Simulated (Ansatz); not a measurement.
A nudged elastic band was laid between two geometries of C3H7AlO2 (13 atoms, charge 0, multiplicity 1).

These are results of Ansatz, RKS B3LYP-D4/6-31G, not measurements.

* movable images: 7
* climbing image: yes
* spring: 5.0 eV/Å²
* optimiser: quadratic models (default)
* start path: IDPP
* force threshold: 0.05 eV/Å
* iteration limit: 54
* end points: relaxed

Image 0:

```xyz
13
Properties=species:S:1:pos:R:3
C -1.643 -0.335 -0.210
C -0.382 0.302 0.278
Al 1.421 -0.455 0.699
O 1.695 -2.128 0.485
C 0.027 1.621 -0.268
O 0.839 0.553 -0.961
H -1.546 -1.421 -0.293
H -2.422 -0.134 0.541
H -1.987 0.070 -1.170
H 2.442 0.402 1.562
H 1.582 -2.935 -0.013
H 0.625 2.300 0.338
H -0.630 2.125 -0.973
```

Image 8:

```xyz
13
Properties=species:S:1:pos:R:3
C -1.793 -0.584 -0.372
C -0.508 -0.001 0.119
Al 1.283 -0.793 0.475
O 2.282 0.180 1.490
C -0.077 1.335 -0.370
O 0.701 0.275 -1.127
H -1.734 -1.669 -0.497
H -2.558 -0.384 0.394
H -2.134 -0.133 -1.313
H 1.579 -2.321 0.137
H 3.163 0.214 1.868
H 0.551 1.962 0.257
H -0.733 1.883 -1.045
```

Q: What changes between the two ends?

A: No bond is made or broken. The dihedral C1–C2–Al3–H10 goes from -164 to 4°.

Q: What energy profile does the band end with?

A: The forces met the threshold. The highest image is number 4 of 0 to 8, 0.31 eV above the first end and 0.34 eV above the last; the last end lies 0.03 eV below the first. A vibrational analysis at the climbing image gives one clearly imaginary mode, 48i cm⁻¹: a first-order saddle point. Limits of this set-up: no polarisation functions.

| image | path coordinate (Å) | energy (eV) | dihedral C1–C2–Al3–H10 (°) |
| --- | --- | --- | --- |
| 0 | 0.00 | 0.00 | -164 |
| 1 | 1.42 | 0.11 | 180 |
| 2 | 2.83 | 0.21 | 172 |
| 3 | 4.25 | 0.27 | 142 |
| 4 | 5.66 | 0.31 | 103 |
| 5 | 6.48 | 0.30 | 82 |
| 6 | 7.31 | 0.26 | 61 |
| 7 | 8.13 | 0.08 | 25 |
| 8 | 8.95 | -0.03 | 4 |

Q: What is the geometry of the highest image?

A: 
```xyz
13
Properties=species:S:1:pos:R:3
C -1.249 -0.545 -0.924
C -0.067 0.210 -0.352
Al 1.377 -0.741 0.603
O 0.990 -1.241 2.201
C -0.224 1.679 -0.146
O 0.538 1.224 -1.338
H -0.926 -1.376 -1.564
H -1.862 -0.960 -0.113
H -1.877 0.117 -1.533
H 2.809 -1.071 -0.024
H 1.338 -1.680 2.980
H 0.358 2.213 0.602
H -1.184 2.137 -0.378
```

Q: What are the harmonic wavenumbers there?

A: 48i, 120, 167, 199, 256, 345, 370, 383, 431, 486, 535, 663, 692, 805, 869, 927, 1014, 1080, 1120, 1163, 1226, 1301, 1453, 1525, 1538, 1558, 1901, 3029, 3103, 3108, 3116, 3204, 3920 cm⁻¹.

The band took 20 iterations and roughly 12 core-minutes.

The run took 12 min on 1 thread of Arm Neoverse V1, on a shared host, peak memory 0.17 GiB.
